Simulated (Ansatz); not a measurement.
`C=C[NH][GaH2]` and `C=C[NH][Zn][CH3]` differ in one atom or group.

Ansatz, PBE0-D4/def2-TZVP geometries, multiplicity 1. Each molecule was computed in one conformer, which needn't be the lowest.

Scalar relativity is left out up to krypton.

| property | `C=C[NH][GaH2]` |
| --- | --- |
| LUMO energy (PBE/def2-TZVPP) / eV | -1.98 |
| HOMO energy (PBE/def2-TZVPP) / eV | -5.08 |
| HOMO–LUMO gap (B3LYP/def2-TZVPP) / eV | 4.40 |
| LUMO energy (ωB97M-V/def2-TZVPP) / eV | 0.46 |
| HOMO energy (PBE0/def2-TZVPP) / eV | -6.06 |
| HOMO–LUMO gap (PBE0/def2-TZVPP) / eV | 4.84 |

Question: What does the change do to each property? (Estimate.)

Answer: Ansatz gave: 
```csv
property,`C=C[NH][Zn][CH3]`,shift
LUMO energy (PBE/def2-TZVPP) / eV,-0.90,1.08
HOMO energy (PBE/def2-TZVPP) / eV,-4.39,0.69
HOMO–LUMO gap (B3LYP/def2-TZVPP) / eV,4.81,0.41
LUMO energy (ωB97M-V/def2-TZVPP) / eV,1.09,0.63
HOMO energy (PBE0/def2-TZVPP) / eV,-5.45,0.61
HOMO–LUMO gap (PBE0/def2-TZVPP) / eV,5.30,0.46
```

With PBE0 the HOMO rises by 0.61 eV and the LUMO rises by 1.07 eV, so the gap widens by about 0.46 eV. PBE moves the HOMO by 0.69 eV and ωB97M-V by 0.54 eV.

B3LYP here is the variant with VWN-RPA as its local correlation; programs differ in this.
